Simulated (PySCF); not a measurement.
**Distorted geometries of [Eu(H2O)3]3+**

[Eu(H2O)3]3+ (singlet in the valence; each metal's 4f electrons, 6 of them, lie in its core potential, out of spins and levels). PySCF 2.14.0, RKS PBE, Eu lcecp-1-SVP with ECP52, O def2-SVP, H def2-SVP; non-relativistic Hamiltonian with scalar-relativistic core potentials where named; density fitting; no spin-orbit coupling. Relaxed geometry:

```xyz
10

Eu    0.0000    0.0000    0.0000
O     2.2959    0.0000    0.0000
H     2.9201   -0.7695    0.1252
H     2.9201    0.7694   -0.1252
O    -1.1479    1.9883    0.0000
H    -0.7937    2.9136    0.1252
H    -2.1264    2.1441   -0.1252
O    -1.1480   -1.9883    0.0000
H    -2.1264   -2.1441    0.1252
H    -0.7937   -2.9136   -0.1252
```

**Question.** Order these distorted geometries by energy above the relaxed one, lowest first.
A.
```xyz
10

Eu    0.0389    0.0620   -0.0437
O     2.3273   -0.0381   -0.0115
H     2.8703   -0.6827    0.1647
H     2.9206    0.6813   -0.0835
O    -1.1575    2.0245   -0.0573
H    -0.7798    2.9231    0.1595
H    -2.1696    2.1446   -0.0148
O    -1.1002   -2.1205   -0.1387
H    -2.0988   -2.0945    0.1616
H    -0.8512   -2.8996   -0.1362
```
B.
```xyz
10

Eu   -0.0834   -0.1329    0.1161
O     2.2592   -0.0094   -0.1237
H     2.8153   -0.8829    0.1681
H     2.8993    0.7352   -0.0965
O    -1.2616    2.0507   -0.0984
H    -0.8078    3.0128    0.2118
H    -1.9938    2.0845   -0.1088
O    -1.0442   -1.9291   -0.1479
H    -2.0534   -1.9921    0.4041
H    -0.7296   -2.9367   -0.3250
```
C.
```xyz
10

Eu   -0.1959   -0.0607   -0.1214
O     2.2917    0.1453   -0.1828
H     2.7380   -0.7385   -0.0460
H     2.8873    0.6584   -0.0446
O    -0.8740    2.0659    0.0356
H    -0.4912    2.9625    0.4681
H    -2.2154    2.0694   -0.4225
O    -1.0883   -1.9269    0.1896
H    -2.3973   -2.0969    0.2004
H    -0.6548   -3.0786   -0.0763
```

**Answer.** A (2.01 eV), B (4.47 eV), C (5.89 eV).

**Question.** Which forces (eV/Å) act in the one that lies 2.01 eV up?

**Answer.** 
```
Eu   -0.48  -1.08  -0.30
O    -7.41   4.86  -1.45
H     5.67  -7.59   1.90
H     1.94   2.84  -0.42
O    -0.54  -0.25   0.44
H    -0.24   0.14  -0.17
H     0.84   0.13  -0.17
O    -5.87  15.56   0.99
H     1.74  -0.64  -0.73
H     4.36 -13.97  -0.09
```
Forces carry noise of the integration grid, about 0.01 to 0.03 eV/Å.

A frequency check found unstable modes (1, the lowest at -16 cm⁻¹), so the relaxed geometry is a saddle point, or these are noise. An lcecp potential fixes the number of 4f electrons, so in runs with it no electron can move into or out of that shell.
